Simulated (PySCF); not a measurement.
C₅H₄O₂S (charge +1 and doublet state).
Geometry (GFN2-xTB, Å), atoms numbered from 1 in this order:
```xyz
12
C5H4O2S angstrom
O      1.9644   -0.3536   -1.3779
C      1.5388   -0.3744   -0.2544
O      2.2129   -0.6785    0.8258
C      0.1082   -0.0337    0.0398
C     -0.4558   -0.0301    1.2740
S     -2.1620    0.4277    1.1867
C     -2.0735    0.6007   -0.4893
C     -0.8126    0.3288   -0.9913
H      3.1447   -0.9000    0.6408
H      0.0068   -0.2610    2.2165
H     -2.9341    0.8940   -1.0642
H     -0.5365    0.3795   -2.0326
```

The hyperfine couplings belong to this conformer and change with its torsions.

The species is `O=C(O)C1=CS[CH][CH+]1` [radical] (charge +1).

Method: PySCF 2.14.0, UKS B3LYP, pcH-1 on C H O S, non-relativistic, mean-field spin-orbit, GIAO. Isolated species at its GFN2-xTB geometry (one conformer only). Couplings are sensitive to structure, and on GFN2-xTB geometries they can be far from those on DFT ones, by a factor of two or more for some ions and for spin on atoms past the first row. Stability of the SCF solution: not tested.

Question: Break the g tensor into its mass correction, gauge correction and orbital-Zeeman/spin–orbit terms.

Answer: 
```
                    Δg (ppm)      1     2     3
relativistic mass correction   -139  -139  -139
            gauge correction     37     3    31
   orbital Zeeman/spin–orbit  -1293  -259  2967
                       total  -1394  -394  2859
```

So g = 2.00093, 2.00193, 2.00518 and g_iso = 2.00268; the tensor is rhombic: the two nearest values differ by 24 % of g3 − g1. Axes: g1 points within 4° of the S6–C7 bond, g2 is normal to the molecular plane and g3 points within 2° of the C5–S6 bond.

Question: Average each term over the three axes. Which is largest in size?

Answer: The orbital-Zeeman/spin–orbit term 472, the mass correction -139 and the gauge correction 24 ppm, for a total of 357 ppm. The orbital-Zeeman/spin–orbit term is the largest in size. The mass correction is the same along every axis, so the anisotropy comes from the other two: their spans along these axes are 34 (gauge) and 4260 ppm (orbital Zeeman/spin–orbit).

Question: What are the electron Larmor frequencies g μB B/h along the three axes at 350 mT?

Answer: 9.8019, 9.8068, 9.8227 GHz for g1, g2 and g3, a range of 20.8 MHz.

Question: In a frozen sample, at which fields do the three g values resonate at 9.5, 34, 94 and 263 GHz (hyperfine left aside), and which band first spreads them over more than twice a line width of 0.5 mT?

Answer: 
```json
{"band": "X", "GHz": "9.5", "B(g3) mT": "338.50", "B(g2) mT": "339.05", "B(g1) mT": "339.22", "spread mT": "0.72"}
{"band": "Q", "GHz": "34.0", "B(g3) mT": "1211.47", "B(g2) mT": "1213.44", "B(g1) mT": "1214.05", "spread mT": "2.58"}
{"band": "W", "GHz": "94.0", "B(g3) mT": "3349.37", "B(g2) mT": "3354.81", "B(g1) mT": "3356.49", "spread mT": "7.12"}
{"band": "J", "GHz": "263.0", "B(g3) mT": "9371.11", "B(g2) mT": "9386.34", "B(g1) mT": "9391.03", "spread mT": "19.92"}
```

The spread grows in proportion to the frequency. Q band is the first where it exceeds 1.0 mT.

The largest Mulliken spin populations are on C5 (+0.49), C7 (+0.37), C8 (+0.32) and C4 (-0.13). Three atoms exceed +0.15. The positive populations add up to 1.20 and the negative ones to -0.20, together 2S = 1.

The HOMO–LUMO gaps are 4.83 eV among the α and 1.16 eV among the β orbitals.

The SMILES draws the unpaired electron on C7; the largest computed Mulliken spin population is on C5 (0.49 against 0.37).
